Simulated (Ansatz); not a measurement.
Input for Ansatz (a first-principles code): R-r2SCAN/def2-TZVPPD on N2 (SMILES N#N) with ghost functions, monomers drawn apart or pushed together. Files ending in .json are basis or fitting sets from the Basis Set Exchange.

Ansatz 0.2 input:
```yaml
crystal:
  periodic: [false, false, false]
  atoms:
    - {symbol: N, position_ang: [-0.13290041, -0.08951621, 3.04643474]}
    - {symbol: N, position_ang: [-0.11671999, -0.02780531, 4.13483603]}
basis:
  gaussian:
    orbitals: def2-TZVPPD.json
    ghost_atoms:
      - {symbol: Cl, position_ang: [-0.17970881, -0.27930657, -0.32260938]}
      - {symbol: H, position_ang: [-0.16222086, -0.20766951, 0.95905293]}
hamiltonian:
  xc: {name: r2SCAN}
scf: {lower_state_search: off}
```

**Question.** Predict the final total energy.

**Answer.** -109.5126 hartree.
